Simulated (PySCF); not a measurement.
SMILES N#C[SiH2][SiH2][Si](C)(C)C, singlet (GFN2-xTB optimised geometry):

```
21

C      0.391    -0.561     1.599
Si     1.003     0.286     0.000
C      2.915     0.286     0.000
C      0.382     2.090     0.000
Si     0.130    -0.860    -1.846
Si    -2.113    -1.430    -1.645
C     -2.897    -0.094    -0.602
N     -3.318     0.753     0.047
H      0.680    -1.607     1.636
H     -0.692    -0.514     1.670
H      0.795    -0.081     2.486
H      3.307     0.769    -0.890
H      3.318     0.812     0.862
H      3.308    -0.726     0.022
H      0.679     2.615    -0.903
H     -0.702     2.124     0.059
H      0.772     2.649     0.846
H      0.277    -0.096    -3.099
H      0.852    -2.113    -2.138
H     -2.967    -1.457    -2.838
H     -2.407    -2.649    -0.881
```

Computed with PySCF with PBE/def2-SVP.

Question: What are the frontier orbital energies and the dipole moment?

Answer: HOMO-2 -7.37 eV, HOMO-1 -7.30 eV, HOMO -6.93 eV, LUMO -1.43 eV, LUMO+1 -1.30 eV; dipole moment 3.16 D.

Meta-Löwdin charges at PBE/def2-SVP: C1 -0.54, Si2 0.66, C3 -0.53, C4 -0.54, Si5 0.06, Si6 0.34, C7 -0.13, N8 -0.17, H9 0.11, H10 0.12, H11 0.12, H12 0.12, H13 0.12, H14 0.12, H15 0.11, H16 0.13, H17 0.12, H18 -0.05, H19 -0.05, H20 -0.05, H21 -0.05.
